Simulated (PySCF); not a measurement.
**Radial density of Rh+ (rhodium, charge +1)**

PBEsol, [Kr] 4d8, high-spin 3F determinant. Calculation: PySCF 2.14, in def2-TZVPPD with the def2 core potential (28 electrons); scalar relativity through the core potential. This is the valence pseudo-density: the core potential removes the inner electrons and smooths the orbitals near the nucleus.

```tsv
r (bohr)	4πr²ρ (e/bohr)	4πr²(ρα − ρβ)
0.0359	1.013e-05	0.0000
0.0604	4.680e-05	0.0000
0.102	0.0003511	0.0000
0.171	0.004267	0.0006
0.288	0.08011	0.0100
0.484	2.028	0.1595
0.814	13.66	1.0600
1.37	10.02	1.3713
2.30	1.892	0.4031
3.87	0.1390	0.0223
6.51	0.001001	0.0001
```

Energies and moments cover only the electrons outside the core potential.
